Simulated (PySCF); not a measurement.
HFOTe, singlet, geometry from GFN2-xTB (core potentials on Te); DF-HF/def2-TZVPP run with PySCF.

Here is a job for PySCF.
```python
from pyscf import gto, scf

mol = gto.M(
    atom='''
Te    0.132591    0.039673    0.324582
F    -1.081435    1.130216   -0.810283
O     0.248643   -1.383813   -0.985420
H     0.849038   -1.164447   -1.702339
''',
    basis='def2-tzvpp',
    ecp={'Te': 'def2-tzvpp'},
    charge=0,
    spin=0,
    verbose=4,
    max_memory=1800,
)

mf = scf.RHF(mol)
mf = mf.density_fit(auxbasis='def2-universal-jkfit')
mf.kernel()
```

The log (banner, timings and long lists left out):

```
PySCF version 2.14.0

[INPUT] verbose = 4
[INPUT] num. atoms = 4
[INPUT] num. electrons = 42
[INPUT] charge = 0
[INPUT] spin (= nelec alpha-beta = 2S) = 0
[INPUT] symmetry False subgroup None
[INPUT] Mole.unit = angstrom
[INPUT] Symbol           X                Y                Z      unit          X                Y                Z       unit  Magmom
[INPUT]  1 Te     0.132591000000   0.039673000000   0.324582000000 AA    0.250560676582   0.074971104540   0.613371084964 Bohr   0.0
[INPUT]  2 F     -1.081435000000   1.130216000000  -0.810283000000 AA   -2.043615971519   2.135798701601  -1.531212953391 Bohr   0.0
[INPUT]  3 O      0.248643000000  -1.383813000000  -0.985420000000 AA    0.469867172790  -2.615027577613  -1.862173917669 Bohr   0.0
[INPUT]  4 H      0.849038000000  -1.164447000000  -1.702339000000 AA    1.604449289348  -2.200485916571  -3.216954481166 Bohr   0.0

nuclear repulsion = 134.384543376275
number of shells = 44
number of NR pGTOs = 200
number of NR cGTOs = 126
basis = def2-tzvpp
ecp = {'Te': 'def2-tzvpp'}

******** <class 'pyscf.df.df_jk.DFRHF'> ********
method = DFRHF
initial guess = minao
damping factor = 0
level_shift factor = 0
DIIS = <class 'pyscf.scf.diis.CDIIS'>
diis_start_cycle = 1
diis_space = 8
diis_damp = 0
SCF conv_tol = 1e-09
SCF conv_tol_grad = None
SCF max_cycles = 50
direct_scf = False
Set gradient conv threshold to 3.16228e-05
Initial guess from minao.
******** <class 'pyscf.df.df.DF'> ********
auxbasis = def2-universal-jkfit
init E= -399.350615184633
  HOMO = -0.811187789523647  LUMO = -0.668475528739485  gap/eV = 3.88340
cycle= 1 E= -441.176677914989  delta_E= -41.8  |g|= 2.45  |ddm|= 28.1
  HOMO = -0.139123590370382  LUMO = 0.0677314191969209  gap/eV = 5.62881
cycle= 2 E= -441.783763563345  delta_E= -0.607  |g|= 1.14  |ddm|=  4.8
  HOMO = -0.324255836409623  LUMO = 0.0270494131499319  gap/eV = 9.55950
cycle= 3 E= -441.936732787016  delta_E= -0.153  |g|= 0.188  |ddm|= 1.21
  HOMO = -0.338291819380157  LUMO = 0.0223992079363526  gap/eV = 9.81490
cycle= 4 E= -441.942694922683  delta_E= -0.00596  |g|= 0.0929  |ddm|= 0.155
  HOMO = -0.338237114648134  LUMO = 0.0249791280813589  gap/eV = 9.88362
cycle= 5 E= -441.944220801961  delta_E= -0.00153  |g|= 0.0141  |ddm|= 0.0577
  HOMO = -0.338845165657197  LUMO = 0.0257961059562106  gap/eV = 9.92239
cycle= 6 E= -441.944375303952  delta_E= -0.000155  |g|= 0.00539  |ddm|= 0.0324
  HOMO = -0.339044877522202  LUMO = 0.0255604494580055  gap/eV = 9.92142
cycle= 7 E= -441.94438798606  delta_E= -1.27e-05  |g|= 0.0021  |ddm|= 0.00731
  HOMO = -0.339200302847978  LUMO = 0.0254287211486641  gap/eV = 9.92206
cycle= 8 E= -441.944392105089  delta_E= -4.12e-06  |g|= 0.000944  |ddm|= 0.00522
  HOMO = -0.339193248907602  LUMO = 0.025426577713521  gap/eV = 9.92181
cycle= 9 E= -441.944393100052  delta_E= -9.95e-07  |g|= 0.000488  |ddm|= 0.00233
  HOMO = -0.339189493167765  LUMO = 0.0254213803668115  gap/eV = 9.92157
cycle= 10 E= -441.944393609061  delta_E= -5.09e-07  |g|= 0.000219  |ddm|= 0.00214
  HOMO = -0.339200625537369  LUMO = 0.0254122121656053  gap/eV = 9.92162
cycle= 11 E= -441.944393744028  delta_E= -1.35e-07  |g|= 6.91e-05  |ddm|= 0.00142
  HOMO = -0.339195929911742  LUMO = 0.0254173719147417  gap/eV = 9.92163
cycle= 12 E= -441.944393754565  delta_E= -1.05e-08  |g|= 2.75e-05  |ddm|= 0.000405
  HOMO = -0.339195800106349  LUMO = 0.0254180905853545  gap/eV = 9.92165
cycle= 13 E= -441.944393755487  delta_E= -9.22e-10  |g|= 1.24e-05  |ddm|= 9.59e-05
  HOMO = -0.339195682249354  LUMO = 0.0254180968740876  gap/eV = 9.92165
Extra cycle  E= -441.944393755635  delta_E= -1.48e-10  |g|= 8.45e-06  |ddm|= 2.77e-05
converged SCF energy = -441.944393755635
```
